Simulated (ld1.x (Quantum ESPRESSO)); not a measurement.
## Configuration tests for chromium (Cr) (TM semilocal)

Cr (Z = 24), norm-conserving Troullier–Martins (semilocal form), made with ld1.x (Quantum ESPRESSO) 7.5 (PBE, scalar-relativistic). Core [Ar], reference 3d5 4s1 4p0. Waves: 4s (bound): rc 2.40 bohr; 3d (bound): rc 1.55 bohr; 4p (bound, empty): rc 3.40 bohr. Local part: the p channel. Core correction: Bessel-smoothed model core inside 0.75 bohr.

Energies are relative to the spin-unpolarised reference configuration 3d5 4s1 4p0; without spin polarisation the order of configurations can differ from experiment.

```csv
valence configuration,charge,ΔE all-electron (eV),error AE − PS (meV)
3d3 4s0 4p0,+3,53.702,-802
3d5 4s0.5 4p0,+0.5,2.707,-4.5
3d2 4s0 4p0,+4,102.062,-2719
3d5.5 4s0.5 4p0,0,0.726,-16
3d4 4s1 4p1,0,3.506,-128
```

(1) What are ΔE and the potential's error for 3d5 4s0 4p0?

(2) What are ΔE and the potential's error for 3d4 4s0 4p0?

## Answers

(1) ΔE = 6.901 eV all-electron; the error (AE − PS) is -20 meV.

(2) ΔE = 22.953 eV all-electron; the error (AE − PS) is -87 meV.
